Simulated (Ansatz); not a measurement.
Relaxation of CH2NOSe (6 atoms, charge 1, multiplicity 1), to a largest force component of 0.02 eV/Å in at most 50 steps.

The calculation used Ansatz, RKS PBE0-D4/def2-SVP.

```xyz
6
Properties=species:S:1:pos:R:3:forces:R:3
N 1.847 -0.150 -0.207 4.22 -1.79 -0.56
C 0.727 -0.022 0.075 -4.69 5.14 -0.71
O -0.407 0.215 0.338 -3.89 1.05 0.82
Se -2.174 -0.216 -0.533 0.94 -0.21 -0.29
H 1.095 -1.037 0.230 3.63 -4.53 0.26
H -2.803 0.583 0.501 -0.21 0.34 0.48
```

**Question.** Where does it end, and by what steps?

**Answer.** The forces met the threshold. After 16 steps the energy has fallen by 3.361 eV; H5 moved furthest, 1.14 Å. Parted: C2–H5 (1.09 → 2.17 Å).

```csv
step,energy less start (eV),largest force component (eV/Å),accepted
0,0.0000,5.143,yes
1,-0.7703,2.950,yes
2,-1.4247,2.679,yes
3,-2.1071,3.501,yes
4,-2.6469,1.998,yes
5,-3.0020,2.008,yes
6,-3.1713,0.578,yes
7,-3.1526,1.966,no
8,-3.2526,0.678,yes
9,-3.3142,0.487,yes
10,-3.3469,0.301,yes
11,-3.3532,0.188,yes
12,-3.3542,0.183,yes
13,-3.3601,0.110,yes
14,-3.3601,0.086,yes
15,-3.3596,0.207,no
16,-3.3608,0.020,yes
```

```xyz
6
Properties=species:S:1:pos:R:3
N 1.371 -0.650 0.136
C 0.412 -0.017 0.023
O -0.561 0.712 -0.084
Se -2.332 0.122 -0.638
H 2.225 -1.184 0.239
H -2.832 0.391 0.727
```

Time of the run: 21 s on 2 threads of Intel(R) Xeon(R) 6975P-C (Granite Rapids), on a shared host, peak memory 0.19 GiB.
